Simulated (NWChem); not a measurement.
A series in which one site is exchanged, each optimised at B3LYP/6-31G* with NWChem, gas phase unless a solvent is named. All stand in one matching conformer (torsions within 35°), which need not be the lowest. Pople sets run with spherical d functions. This build's default masses of Se (78.918 u) and Br (79.917 u) are each other's, which moves their modes by up to 0.6 %. Shieldings are non-relativistic GIAO values without spin-orbit effects.

A: C[O][Mg][F] (CH₃FMgO; site = F)
B: C[O][Mg][Cl] (CH$_{3}$ClMgO; site = Cl)
C: [O]([Mg][Br])C (CH3BrMgO; site = Br)
D: C[O][MgH] (CH4MgO; site = H)

```csv
quantity,A,B,C,D
"highest harmonic frequency (cm⁻¹), B3LYP/6-31G*",[?],3022,3023,3008
"vertical ionisation energy, ΔSCF, PBE/def2-SVP (eV)",[?],9.29,9.08,9.09
"static polarisability, B3LYP/def2-SVPD (bohr³)",[?],52.9,62.0,46.1
"13C shift against tetramethylsilane, PBE0/pcSseg-1 (ppm)",[?],56.6,56.7,56.6
"13C shift against tetramethylsilane, PBE/pcSseg-1 (ppm)",[?],59.1,59.3,59.3
```

Some entries are withheld; supply them.


- highest harmonic frequency (cm⁻¹), B3LYP/6-31G*, A: 3015
- vertical ionisation energy, ΔSCF, PBE/def2-SVP (eV), A: 9.59
- static polarisability, B3LYP/def2-SVPD (bohr³), A: 36.6
- 13C shift against tetramethylsilane, PBE0/pcSseg-1 (ppm), A: 56.2
- 13C shift against tetramethylsilane, PBE/pcSseg-1 (ppm), A: 58.7
